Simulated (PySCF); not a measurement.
Te(SMe)2 (C2H6S2Te), SMILES CS[Te]SC.

Coordinates come from a B3LYP-D3(BJ)/def2-SVP optimisation. The def2 effective core potentials stand for the cores of Te; spin–orbit coupling is left out. Other conformers were not sampled.

These are r2SCAN/def2-TZVP (PySCF) values and carry that method's errors.

Symmetry labels are those of the subgroup Cs that the program uses (full group Cs).

Computed valence orbital energies around the gap with their symmetry:
| orbital | symmetry | energy (eV) |
|---|---|---|
| HOMO−7 | A" | -10.86 |
| HOMO−6 | A" | -9.81 |
| HOMO−5 | A' | -9.55 |
| HOMO−4 | A" | -8.06 |
| HOMO−3 | A' | -7.92 |
| HOMO−2 | A' | -6.22 |
| HOMO−1 | A" | -5.92 |
| HOMO | A' | -5.70 |
| LUMO | A' | -2.35 |
| LUMO+1 | A" | -2.09 |
| LUMO+2 | A" | 0.13 |
| LUMO+3 | A' | 0.30 |
